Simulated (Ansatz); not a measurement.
This geometry of BGeH₈NSi₂ (13 atoms, charge 0, multiplicity 1) is a first-order saddle point.

Theory: Ansatz, RKS PBE-D4/def2-SVP.

```xyz
13
Properties=species:S:1:pos:R:3
N 1.295 0.049 2.051
Si 0.382 -1.117 1.121
B -0.707 -0.306 -0.350
Si -0.722 -0.695 -2.197
Ge -0.908 1.626 -0.503
H 1.916 0.740 1.632
H 1.090 0.240 3.030
H 1.281 -2.198 0.553
H -0.518 -1.791 2.130
H 0.182 -1.686 -2.889
H -1.520 0.050 -3.236
H -0.088 2.673 0.311
H -1.662 2.379 -1.640
```

Question: Which two structures does it join? (They come from a converged band through this point; their orientation in space is the band's.)

Answer: No bond is made or broken. The height of N1 over the plane of its neighbours goes from 0.30 to -0.31 Å.

Image 0:

```xyz
13
Properties=species:S:1:pos:R:3
N 1.311 -0.039 2.161
Si 0.402 -1.142 1.125
B -0.722 -0.309 -0.311
Si -0.770 -0.682 -2.163
Ge -0.857 1.627 -0.493
H 2.030 0.533 1.706
H 0.762 0.558 2.788
H 1.410 -2.094 0.524
H -0.490 -1.935 2.051
H 0.123 -1.673 -2.870
H -1.574 0.077 -3.187
H 0.030 2.647 0.284
H -1.634 2.397 -1.600
```

Image 6:

```xyz
13
Properties=species:S:1:pos:R:3
N 1.203 0.178 2.008
Si 0.328 -1.092 1.148
B -0.689 -0.273 -0.358
Si -0.654 -0.664 -2.201
Ge -1.011 1.645 -0.458
H 1.914 0.679 1.465
H 1.609 -0.082 2.913
H 1.187 -2.248 0.654
H -0.606 -1.696 2.170
H 0.259 -1.657 -2.878
H -1.434 0.083 -3.252
H -0.339 2.729 0.435
H -1.746 2.362 -1.630
```

Question: How far does it lie above each of them?

Answer: 0.017 eV above the first and 0.057 eV above the second. This is the barrier of this one path; another mechanism may lie lower.

Time of the run: 2.1 min on 2 threads of Arm Neoverse V1, with other jobs on the host, peak memory 0.2 GiB.
